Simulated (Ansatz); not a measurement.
Ideal-gas functions of GeH$_{4}$OSSe (`[OH][GeH]([SH])[SeH]`) at 298.15 K and 1 bar, from an Ansatz frequency run at PBE0-D4/def2-TZVP.

Molar mass 203.67 g/mol, point group C1 (symmetry number 1), electronic degeneracy 1, moments of inertia 155.469, 397.813, 507.408 u Å². Harmonic wavenumbers (cm⁻¹, unscaled): 107, 124, 166, 174, 198, 282, 295, 409, 594, 696, 716, 735, 752, 944, 2189, 2443, 2703, 3883.

Use S(trans) = R[1.5 ln M + 2.5 ln T − 1.1517]; rotational temperatures θ = 24.2544 K / I; S(rot) = R[ln(√π/σ · √(T³/θAθBθC)) + 1.5]; for each mode x = 1.438777 ν̃/T, S = R[x/(eˣ − 1) − ln(1 − e⁻ˣ)] and H = RT x/(eˣ − 1); 1 cm⁻¹ = 0.0119627 kJ/mol; R = 8.31446 J/(mol·K).

Question: By hand: the entropy, in J/(mol·K).

Answer: Translation 175.2. Rotation: θ = 0.156, 0.061, 0.0478 K, giving 120.3. Vibration, mode by mode: 13.90, 12.71, 10.38, 10.01, 9.00, 6.37, 6.05, 3.89, 1.93, 1.30, 1.20, 1.12, 1.05, 0.49, 0.00, 0.00, 0.00, 0.00, in all 79.4. Electronic 0.0. Sum 374.9 J/(mol·K).

Question: By hand: H − E and G − E in kJ/mol, counted from the electronic energy.

Answer: Zero-point energy ½ × 17410 × 0.0119627 = 104.1; thermal vibration 13.1; translation, rotation and pV give 4 RT = 9.9. H − E = 127.1 kJ/mol, and G − E = 127.1 − 298.15 × 374.9/1000 = 15.3 kJ/mol.

Vibration gives 21 % of the entropy, 26.6 J/(mol·K) of it from the modes under 150 cm⁻¹: soft modes count most, and the harmonic formula is weakest for them. The sum counts one conformer and one mirror image; others add a mixing term.
